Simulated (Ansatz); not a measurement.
Molecule: diethyl(difluoro)germane, C$_{4}$H$_{10}$F$_{2}$Ge (charge 0, singlet). 
Structure (B3LYP-D3(BJ)/def2-TZVP (Ansatz, a quantum-chemistry and plane-wave program) minimum search):
```
Ge
F 1 1.7518
F 1 1.7518 2 103.92
C 1 1.9490 2 107.52 3 114.15
H 4 1.0912 1 106.52 2 -56.12
H 4 1.0920 5 107.00 1 114.73
C 4 1.5311 5 111.37 6 121.91
H 7 1.0910 4 111.36 5 60.39
H 7 1.0915 8 107.67 4 121.74
H 7 1.0922 8 107.68 9 115.47
C 1 1.9490 2 107.83 3 -113.93
H 11 1.0912 1 106.52 2 55.38
H 11 1.0920 12 107.00 1 114.73
C 11 1.5311 12 111.37 13 121.91
H 14 1.0910 11 111.36 12 60.39
H 14 1.0915 15 107.67 11 121.74
H 14 1.0922 15 107.68 16 115.47
```

Basis-set convergence of Hartree-Fock and CCSD(T) correlation energies (hartree) with Ansatz. Valence correlation only, unless marked. Spin-orbit coupling is left out. The frozen core is the preceding noble-gas configuration, with the filled d and f shells of earlier blocks. No relativistic terms.

```
basis        functions        E(HF)  E(corr, CCSD(T))
-----------  ---------  -----------  ----------------
aug-cc-pVDZ        264  -2431.65407          -1.21547
aug-cc-pVTZ        565          [?]               [?]
```

Question: Complete the blanks.

Answer: 
- aug-cc-pVTZ, E(HF): -2431.82307
- aug-cc-pVTZ, E(corr, CCSD(T)): -1.45884
